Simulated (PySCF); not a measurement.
dichloro(silyl)silane (Cl2H4Si2), SMILES [SiH3][SiH](Cl)Cl. Atoms are numbered in the order given.

```xyz
8

Si    -2.1079     0.1433     0.0000
Si     0.1190    -0.5606     0.0000
Cl     1.0358     0.2052    -1.6882
Cl     1.0358     0.2052     1.6882
H     -2.1126     1.6355     0.0000
H     -2.7971    -0.3695    -1.2218
H     -2.7971    -0.3695     1.2218
H      0.3330    -2.0324     0.0000
```

Geometry: PBE0-D3(BJ)/def2-SVP.

Level of theory: SMD-PBE0/6-31G* (PySCF).

Solvation free energies are E(SMD) − E(gas) at the gas-phase geometry, for 1 M in both phases. In vacuum the dipole moment is 2.05 D.

Computed solvation free energies in water, chlorobenzene, acetonitrile:
| solvent | ΔG(solv) (kcal/mol) | its non-electrostatic (CDS) part | dipole (D) |
|---|---|---|---|
| water | 0.9 | 2.9 | 2.65 |
| chlorobenzene | -3.3 | -1.8 | 2.50 |
| acetonitrile | -3.1 | -1.2 | 2.63 |
